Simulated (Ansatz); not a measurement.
## GeH3O (SMILES [O][GeH3]): the energy to break a bond

GeH3O: 5 atoms, total charge 0, spin state doublet. SMILES: `[O][GeH3]`. Geometry: optimised at PBE0/def2-SVP.

```xyz
5

O    -1.4464    0.4237    0.7815
Ge    0.0671   -0.0591   -0.0569
H    -0.1582   -0.0903   -1.5783
H     0.5532   -1.4196    0.4715
H     1.0341    1.0716    0.3408
```

Wanted: the dissociation energy of the Ge2–O1 bond into doublet GeH3 and triplet O (shapes relaxed at PBE0/def2-SVP, no zero-point term). 1 Eh = 2625.50 kJ/mol = 27.2114 eV. Totals in Eh; open shells run unrestricted unless said.

| level | program | GeH3O | doublet GeH3 | triplet O |
| --- | --- | --- | --- | --- |
| UHF/def2-TZVPP | Ansatz | -2151.967161 | -2077.068836 | -74.815624 |
| UB3LYP/def2-TZVPP | Ansatz | -2154.036537 | -2078.799294 | -75.096275 |
| UPBE0-D4/def2-TZVPP | Ansatz | -2153.640465 | -2078.481507 | -75.018600 |

Work out the dissociation energy at each level.


1. UHF/def2-TZVPP: (-2077.068836) + (-74.815624) − (-2151.967161) = 0.082701 Eh = 217.1 kJ/mol = 2.25 eV.
2. UB3LYP/def2-TZVPP: (-2078.799294) + (-75.096275) − (-2154.036537) = 0.140968 Eh = 370.1 kJ/mol = 3.84 eV.
3. UPBE0-D4/def2-TZVPP: (-2078.481507) + (-75.018600) − (-2153.640465) = 0.140358 Eh = 368.5 kJ/mol = 3.82 eV.

The levels span 217 to 370 kJ/mol; no measured value is set beside them. Hartree–Fock lacks the correlation of the bonding electrons, so it comes out low. A bond enthalpy at 298 K also holds the loss of zero-point energy and thermal terms.
